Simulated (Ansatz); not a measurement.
Abridged output of a molecular run in Ansatz:

```
Functional definition: HF
  name "HF"
  cite "Fock, Z. Phys. 61, 126 (1930) doi:10.1007/BF01340294"
  parent pbe
  exchange = exact_x
  correlation = 0
1620 factors; integrals over basis functions are off by at most 1.1e-3 eV
mean field evaluation 1: about -13116.1555 eV, gradient 4.1e1 eV
mean field evaluation 2: about -13116.4591 eV, gradient 4.1e1 eV
mean field evaluation 4: about -13120.5062 eV, gradient 4.6e0 eV
mean field evaluation 8: about -13120.5720 eV, gradient 3.0e-1 eV
mean field -13120.57237758 eV, -482.1721414325 hartree, gradient 6.0e-6 eV, S^2 0.000000; 0 other end points of the search recorded, 0 dependent functions left out
9 core orbitals not correlated: weight in the atoms' cores, before any rotation towards them, 1.000 or more for the frozen orbitals, at most 0.000 for the correlated occupied ones
reference -13120.57237758 eV, -482.1721414325 hartree; 15, 15 occupied and 254, 254 virtual orbitals, 1620 factors
second order -23.43929825 eV of doubles, -0.00000000 eV of singles
cycle   1  -24.02206404 eV  change   -5.8e-1 eV  update   1.1e-1
cycle   2  -24.61991635 eV  change   -6.0e-1 eV  update   3.3e-2
cycle   3  -24.75933842 eV  change   -1.4e-1 eV  update   1.7e-2
cycle   4  -24.75135580 eV  change    8.0e-3 eV  update   4.2e-3
cycle   5  -24.74991826 eV  change    1.4e-3 eV  update   1.7e-3
cycle   6  -24.75056241 eV  change   -6.4e-4 eV  update   4.8e-4
cycle   7  -24.75032747 eV  change    2.3e-4 eV  update   1.5e-4
cycle   8  -24.75031976 eV  change    7.7e-6 eV  update   5.5e-5
cycle   9  -24.75033733 eV  change   -1.8e-5 eV  update   2.3e-5
perturbative correction -0.99450784 eV, -0.0365474890 hartree
Total energy: -13146.31722274 eV, -483.1182470419 hartree
```

Its atoms:

Z-matrix (Å, degrees):
```
Si
C 1 1.859
O 1 1.664 2 111.6
H 1 1.482 2 111.2 3 -115.5
H 1 1.488 2 110.6 3 122.4
H 2 1.092 1 111.6 3 -62.2
H 2 1.092 1 110.7 3 58.5
H 2 1.094 1 109.9 3 177.8
C 3 1.348 1 127.1 2 68.6
C 9 1.328 3 127.1 1 4.5
H 9 1.086 3 111.6 1 -175.8
H 10 1.081 9 119.3 3 179.5
H 10 1.084 9 122.9 3 0.5
```

(1) Which basis set was used?
A. def2-QZVPP
B. def2-SVPD
C. cc-pV(Q+d)Z
D. def2-TZVPP

(2) Write the keys of the input that set method, charge and spin (a neutral closed shell needs none for the last two).

## Answers

(1) D. It gives 278 functions.

(2) 
```yaml
correlation: {method: ccsd_t}
```
